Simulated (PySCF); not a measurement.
PBE0-D3(BJ)/def2-SVP geometry optimisation, IEF-PCM water with PySCF 2.14 and geomeTRIC: [MnOCl5]2-, charge -2, multiplicity 3. Start (model start, shaken):

```
7

Mn    0.0000    0.0045   -0.0041
O    -0.0134   -0.0068    1.5951
Cl    0.0009    0.0201   -2.1674
Cl    2.1507    0.0073    0.0053
Cl   -2.1584   -0.0140   -0.0004
Cl    0.0104    2.1398   -0.0069
Cl   -0.0285   -2.1793   -0.0276
```

```csv
step,E − E(start) / kcal mol⁻¹,largest force / Eh bohr⁻¹
0,0.00,0.05715
1,-18.93,0.03767
2,-19.52,0.04141
3,-21.49,0.02127
4,-22.27,0.00579
5,-23.15,0.01678
6,-23.61,0.00639
7,-23.55,0.00486
8,-22.65,0.00992
9,-23.47,0.00281
10,-37.78,0.07196
11,-37.83,0.07180
12,-38.73,0.06583
13,-39.87,0.05781
14,-41.39,0.04593
15,-42.81,0.03256
16,-43.91,0.01994
17,-44.55,0.01097
18,-44.99,0.00402
19,-45.09,0.00446
20,-45.17,0.00323
21,-45.20,0.00175
22,-45.20,0.00117
23,-45.20,0.00211
24,-45.21,0.00130
25,-45.22,0.00022
```

The optimisation met its thresholds. End point:

```
7

Mn   -0.0086   -0.0067   -0.0308
O    -0.0910   -0.0633    1.7110
Cl    0.1025    0.0808   -2.3766
Cl    2.3220   -0.1480    0.0058
Cl   -2.3320    0.1353   -0.2093
Cl    0.1227    2.2868    0.2358
Cl   -0.1539   -2.3133    0.0582
```

Metal–donor distances, start → end: O2 1.599 → 1.745 Å, Cl3 2.163 → 2.350 Å, Cl4 2.151 → 2.335 Å, Cl5 2.159 → 2.335 Å, Cl6 2.135 → 2.313 Å, Cl7 2.184 → 2.313 Å.

No frequencies were computed, so the end point may be a saddle point. 11 SCF steps did not converge.

The job took 38 min on one thread of Arm Neoverse V1 (shared host), with 135 basis functions and a peak of 1 GiB, launched as `OMP_NUM_THREADS=1 python lf_run.py task.json out`.
